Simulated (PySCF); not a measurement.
# Computed structure and properties of [SmOF]−

System: [SmOF]− (singlet in the valence; each metal's 4f electrons, 6 of them, lie in its core potential, out of spins and levels); start: template (Cs). Method: PySCF 2.14.0, RKS PBE0, Sm lcecp-0-SVP with ECP52, O def2-SVP, F def2-SVP; non-relativistic Hamiltonian with scalar-relativistic core potentials where named; density fitting; no spin-orbit coupling.

Input of the relaxation:

```python
mol = gto.M(atom='''
Sm     0.05684     0.00000    -0.16292
O      1.85184     0.00000     0.64038
F     -2.01356     0.00000     0.76368''',
    basis={'Sm': 'lcecp-0-SVP', 'O': 'def2-SVP', 'F': 'def2-SVP'},
    ecp={'Sm': 'lcecp-0-SVP'},
    charge=-1, spin=0)
mf = dft.RKS(mol, xc='PBE0')
mf.grids.atom_grid = (50, 194)  # f atoms: unpruned, at least (60, 302)
mf = mf.density_fit()  # fitting sets: Sm AutoAux, O def2-universal-JKFIT, F def2-universal-JKFIT
mf.conv_tol = 1e-08; mf.max_cycle = 55
mf.kernel(dm0)  # dm0: converged density of the start geometry
# quasi-Newton relaxation in Cartesian coordinates to a largest gradient under 0.00045 Eh/bohr, steps kept in the point group
```

Run from Python with OMP_NUM_THREADS=2; the lines above give its settings. Where DIIS fails, smearing, a level shift and second-order steps follow.
It took 16 s on 2 threads of Arm Neoverse N1, on a shared host, from the converged density of the start.

Course of the relaxation:

```
step  energy above end (eV)  largest force component within the symmetry (eV/Å)
   0                 0.1111                                               1.464
   1                 0.0307                                               0.487
   2                 0.0106                                               0.198
   3                 0.0062                                               0.214
   4                 0.0011                                               0.157
   5                 0.0002                                               0.086
   6                 0.0000                                               0.032
   7                 0.0000                                               0.007
```

Relaxed geometry (Cs):

```xyz
3

Sm    0.0294    0.0000   -0.3158
O     1.7761    0.0000    0.7305
F    -1.9104    0.0000    0.8264
```

```json
{"contact": "Sm1–O2 (O)", "Å": "2.036"}
{"contact": "Sm1–F3 (F)", "Å": "2.251"}
```

On the finer grid (75, 302):

| Quantity | Value |
| --- | --- |
| HOMO | not given (4f levels lie in the core) |
| LUMO | not given (4f levels lie in the core) |
| Dipole about the centre of mass | 8.13 D |
| Set of Mulliken populations of Sm1 outside the core potential | s 2.13, p 6.27, d 1.30, f 0.05 |
| D3(BJ) dispersion energy (not in the energies) | -0.027 eV |

| atom | Mulliken (e) | Löwdin (e) | spin (e) |
| --- | --- | --- | --- |
| Sm1 | 0.25 | 0.13 | 0.00 |
| O2 | -0.66 | -0.63 | 0.00 |
| F3 | -0.59 | -0.51 | 0.00 |

The 4f levels lie in the core potential and are missing. The highest filled level lies above zero, as often for anions with such functionals and bases; it isn't the detachment energy.

On the grid (50, 194), as all that follows. Harmonic modes: a minimum; lowest 120 cm⁻¹ (negative: unstable), highest 589 cm⁻¹, zero-point energy 0.068 eV.

Rigid scan of O along the line from its metal:

(distance to O2 (Å), energy (eV)): (1.74, 1.270), (1.84, 0.488), (1.94, 0.106), (2.04, 0.000), (2.14, 0.080), (2.24, 0.279), (2.34, 0.550), (2.49, 1.024)

Taking off one F (charge -1, singlet; the rest: singlet) in vacuum, both parts rigid, costs 4.28 eV; the small basis without counterpoise inflates it.

Rigid scan of F along the line from its metal:

```csv
distance to F3 (Å),energy (eV)
1.95,0.705
2.05,0.267
2.15,0.058
2.25,0.000
2.35,0.041
2.45,0.143
2.65,0.442
2.95,0.948
3.35,1.562
3.85,2.168
```

One start shape was tried, so this needn't be the lowest isomer.

An lcecp potential fixes the number of 4f electrons, so in runs with it no electron can move into or out of that shell.
